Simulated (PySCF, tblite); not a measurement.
C2H11PSi4.
Atom-mapped SMILES: `[CH2:1]=[CH:2][Si@H:3]1[SiH2:4][Si@H:5]([PH2:6])[SiH2:7]1` (hydrogens: H8, H9 on C1; H10 on C2; H11 on Si3; H12, H13 on Si4; H14 on Si5; H15, H16 on P6; H17, H18 on Si7)

Cartesian coordinates in Å at the GFN2-xTB level; atoms count from 1:
```
atom  x, y, z in Å
C1    -3.7248    0.3369    0.1173
C2    -2.5786   -0.0763   -0.4020
Si3   -0.8670    0.3017    0.2811
Si4    0.5128   -1.6236    0.4530
Si5    2.0272   -0.6423   -1.0907
P6     3.9938   -0.1866   -0.1064
Si7    0.5829    1.2372   -1.3520
H8    -3.7512    0.9470    1.0058
H9    -4.6847    0.0921   -0.3119
H10   -2.6132   -0.6881   -1.2962
H11   -1.1080    1.0999    1.4976
H12    1.0190   -1.9667    1.7873
H13   -0.1089   -2.8729   -0.0046
H14    2.4749   -1.3989   -2.2763
H15    3.4208    0.4728    0.9629
H16    4.2015    0.9968   -0.7832
H17    0.0266    1.4234   -2.6989
H18    1.1680    2.5540   -1.0592
```

Computed with PBE0/pcSseg-1 in PySCF (dipole) on a GFN2-xTB geometry, gas phase.

Take the most abundant isotopes and a rigid rotor. The values belong to one conformer with, in the numbering `[CH2:1]=[CH:2][Si@H:3]1[SiH2:4][Si@H:5]([PH2:6])[SiH2:7]1`, C1–C2–Si3–Si4 132°, Si4–Si5–P6–H -50° and -142°.

Task: Give the principal moments of inertia and the rotational constants in GHz.

Result: Ia = 246.78, Ib = 973.62, Ic = 1105.51 u·Å²; 505379 MHz·u·Å²/I gives 2048, 519.1 and 457.1 MHz, that is A = 2.0479, B = 0.5191, C = 0.4571 GHz.

Task: Classify the top.

Result: A near-prolate asymmetric top; Ray's κ = -0.922.

Task: Is it planar, by Δ = Ic − Ia − Ib?

Result: Not planar: Δ = Ic − Ia − Ib = -114.89 u·Å². For a rigid frame Δ = −2 Σ m c², so Σ m c² = 57.45 u·Å² lies off the ab plane: 20.27 from hydrogen and 37.17 from heavier atoms. The atom farthest from that plane is 2.13 Å away.

Task: List the rotational levels J(Ka,Kc) to J = 4 (K).

Result: Above 0(0,0), as E/k:
J = 1: 1(0,1) 0.047, 1(1,1) 0.120, 1(1,0) 0.123
J = 2: 2(0,2) 0.140, 2(1,2) 0.211, 2(1,1) 0.220, 2(2,1) 0.440, 2(2,0) 0.440
J = 3: 3(0,3) 0.281, 3(1,3) 0.347, 3(1,2) 0.365, 3(2,2) 0.581, 3(2,1) 0.581, 3(3,1) 0.955, 3(3,0) 0.955
J = 4: 4(0,4) 0.467, 4(1,4) 0.528, 4(1,3) 0.558, 4(2,3) 0.768, 4(2,2) 0.769, 4(3,2) 1.142, 4(3,1) 1.142, 4(4,1) 1.666, 4(4,0) 1.666
Those of J = 1 are B + C, A + C and A + B.

Task: Which lines would a microwave search look for?

Result: The dipole components are |μa| = 1.48 D, |μb| = 0.53 D, |μc| = 0.13 D. Intensities carry the squares of the components, which stand as 1.00 : 0.13 : 0.01 (a : b : c). Some lines, for components of 0.1 D or more:

```json
{"type": "b", "branch": "R", "J(Ka,Kc)": "3(0,3) ← 2(1,2)", "MHz": "1453", "lower level (cm⁻¹)": "0.147"}
{"type": "b", "branch": "Q", "J(Ka,Kc)": "5(1,4) ← 5(0,5)", "MHz": "2075", "lower level (cm⁻¹)": "0.486"}
{"type": "a", "branch": "R", "J(Ka,Kc)": "3(2,1) ← 2(2,0)", "MHz": "2936", "lower level (cm⁻¹)": "0.306"}
{"type": "b", "branch": "R", "J(Ka,Kc)": "2(1,2) ← 1(0,1)", "MHz": "3419", "lower level (cm⁻¹)": "0.033"}
{"type": "a", "branch": "R", "J(Ka,Kc)": "5(3,2) ← 4(3,1)", "MHz": "4888", "lower level (cm⁻¹)": "0.794"}
{"type": "a", "branch": "R", "J(Ka,Kc)": "5(2,3) ← 4(2,2)", "MHz": "4913", "lower level (cm⁻¹)": "0.535"}
{"type": "a", "branch": "R", "J(Ka,Kc)": "5(1,4) ← 4(1,3)", "MHz": "5027", "lower level (cm⁻¹)": "0.388"}
{"type": "b", "branch": "R", "J(Ka,Kc)": "3(2,2) ← 2(1,1)", "MHz": "7515", "lower level (cm⁻¹)": "0.153"}
{"type": "c", "branch": "R", "J(Ka,Kc)": "3(2,2) ← 2(1,2)", "MHz": "7701", "lower level (cm⁻¹)": "0.147"}
{"type": "b", "branch": "Q", "J(Ka,Kc)": "5(3,3) ← 5(2,4)", "MHz": "7815", "lower level (cm⁻¹)": "0.696"}
{"type": "b", "branch": "R", "J(Ka,Kc)": "4(2,2) ← 3(1,3)", "MHz": "8797", "lower level (cm⁻¹)": "0.241"}
{"type": "c", "branch": "R", "J(Ka,Kc)": "5(2,4) ← 4(1,4)", "MHz": "9869", "lower level (cm⁻¹)": "0.367"}
{"type": "c", "branch": "Q", "J(Ka,Kc)": "4(4,1) ← 4(3,1)", "MHz": "10915", "lower level (cm⁻¹)": "0.794"}
{"type": "b", "branch": "Q", "J(Ka,Kc)": "4(4,0) ← 4(3,1)", "MHz": "10915", "lower level (cm⁻¹)": "0.794"}
{"type": "b", "branch": "Q", "J(Ka,Kc)": "4(4,1) ← 4(3,2)", "MHz": "10915", "lower level (cm⁻¹)": "0.794"}
{"type": "b", "branch": "R", "J(Ka,Kc)": "5(4,2) ← 4(3,1)", "MHz": "15800", "lower level (cm⁻¹)": "0.794"}
{"type": "b", "branch": "R", "J(Ka,Kc)": "5(5,1) ← 4(4,0)", "MHz": "18919", "lower level (cm⁻¹)": "1.158"}
```

Its GFN2-xTB frequencies are all real (lowest 25 cm⁻¹). Zero-point vibration and centrifugal distortion are left out.

Time: 37 s wall (with the writing of density and orbital grids); peak memory 0.94 GiB. Hardware: one thread, AMD EPYC 9R14 (x86_64), no GPU, shared host with 96 logical CPUs at a one-minute load of 16. This is the PBE0/pcSseg-1 job that gave the dipole, with the shieldings it also computed.
